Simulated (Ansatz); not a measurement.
Born–Oppenheimer molecular dynamics of BBrF₃H (6 atoms, charge 0, multiplicity 1). It starts at the highest image of a converged band, a first-order saddle point between two minima.

The calculation used RKS PBE0/def2-SVP (Ansatz).

```
ensemble                      : NVE (velocity Verlet)
time step                     : 0.5 fs
steps asked                   : 200
starting velocities drawn for : 300 K
seed                          : 6645
```

First frame:

```xyz
6
Properties=species:S:1:pos:R:3
B 0.012 -0.224 0.035
F 0.009 0.089 1.537
F 1.146 0.164 -0.514
F -1.149 0.092 -0.503
Br 0.081 -2.351 0.559
H 0.045 -1.054 1.678
```

(1) How far do the bonds stretch over the last three quarters of this one trajectory? (Pairs bonded in most of those frames.)

Results:

(1) 
| bond | mean (Å) | spread (Å) | shortest | longest |
| --- | --- | --- | --- | --- |
| B1–F2 | 1.318 | 0.018 | 1.28 | 1.34 |
| B1–F3 | 1.317 | 0.015 | 1.29 | 1.34 |
| B1–F4 | 1.314 | 0.012 | 1.29 | 1.34 |
| Br5–H6 | 1.428 | 0.015 | 1.40 | 1.46 |

Mean temperature of the second half: 2085 K. The conserved energy stayed within 0.026 meV per atom of its start (net change 0.012 meV per atom), so the integration is sound. The kinetic energy rose, since the run started high on the potential surface and went downhill. It ends in pieces (BF3 + BrH), so much of that is their flight and rotation, not heat. A run of 0.1 ps of so small a system gives no equilibrium averages. The orbitals stay closed-shell, which can raise the energy where a bond breaks towards radicals; this wasn't checked here.

Time of the run: 7.7 min on 2 threads of Arm Neoverse V1, with other jobs on the host, peak memory 0.2 GiB.
